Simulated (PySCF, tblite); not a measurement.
Isomers of C11H7F, one GFN2-xTB conformer each. Single-point energies are computed at PBE0/pcSseg-1 (PySCF, gas phase, no added dispersion term), electronic only.

Task: Rank them by PBE0/pcSseg-1 energy, lowest first (kcal/mol).
A. `[CH:1]#[C:2][c:3]1[cH:4][cH:5][c:6]([F:7])[cH:8][c:9]1[C:10]1=[CH:11][CH2:12]1` with C8–C9–C10–C11 180°
B. `C#Cc1ccc(F)c2c1CC=C2`

Result: B (0.0), A (50.0).

As drawn, the higher has a three-membered ring, which the lower lacks. GFN2-xTB itself gives, in the same order: 0.0, 51.0. Both levels put the same isomer lowest.

Task: Which frontier levels, dipoles and rotational constants go with these structures?

Result: 
```json
{"SMILES": "C#Cc1ccc(F)c2c1CC=C2", "HOMO (eV, PBE0/pcSseg-1)": "-6.59", "LUMO (eV)": "-1.12", "dipole (D)": "1.58", "A, B, C (MHz)": "1472, 883.5, 554.0"}
{"SMILES": "C#Cc1ccc(F)cc1C1=CC1", "HOMO (eV, PBE0/pcSseg-1)": "-6.61", "LUMO (eV)": "-1.74", "dipole (D)": "1.36", "A, B, C (MHz)": "1436, 764.4, 500.5"}
```

Task: What happens when harmonic zero-point energies from GFN2-xTB frequencies are added?

Result: 
| SMILES | ZPE (kcal/mol) | electronic (kcal/mol) | with ZPE (kcal/mol) |
| --- | --- | --- | --- |
| C#Cc1ccc(F)c2c1CC=C2 | 86.1 | 0.0 | 0.0 |
| C#Cc1ccc(F)cc1C1=CC1 | 84.5 | 50.0 | 48.4 |

The zero-point energies span 1.6 kcal/mol. The order is unchanged.
